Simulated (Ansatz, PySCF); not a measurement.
Ga(Me)(OH)2 (CH5GaO2), SMILES [OH][Ga]([OH])[CH3].

Geometry: PBE-D3(BJ)/def2-SVP. The values are those of a single conformer.

Vertical ionisation energy (IE) and electron affinity (EA) in eV. Rows of orbital energies are one-electron estimates. Where ΔSCF, EOM or ADC give a negative EA the extra electron is unbound and the value depends on the basis.

```tsv
level	IE	EA
−ε(HOMO), −ε(LUMO), HF/def2-TZVP (PySCF)	11.89	-2.55
−ε(HOMO), −ε(LUMO), PBE/def2-TZVP (PySCF)	6.73	1.17
ΔSCF, PBE0/def2-SVPD (Ansatz), final states of multiplicity 2 and 2	[?]	[?]
ΔSCF, PBE/def2-SVPD (Ansatz), final states of multiplicity 2 and 2	10.26	-0.32
```

Fill in the missing entries. (An estimate is asked for; the answer gives what the named calculation found.)


- ΔSCF, PBE0/def2-SVPD (Ansatz, a program for electronic structure), final states of multiplicity 2 and 2, IE: 10.74
- ΔSCF, PBE0/def2-SVPD (Ansatz), final states of multiplicity 2 and 2, EA: -0.47

What vertical singlet–triplet gap does ΔSCF give with PBE0/def2-SVPD (Ansatz) and with PBE/def2-SVPD (Ansatz)? (An estimate is asked for; the answer gives what the named calculation found.)

6.24 and 5.59 eV (triplet above singlet where positive).
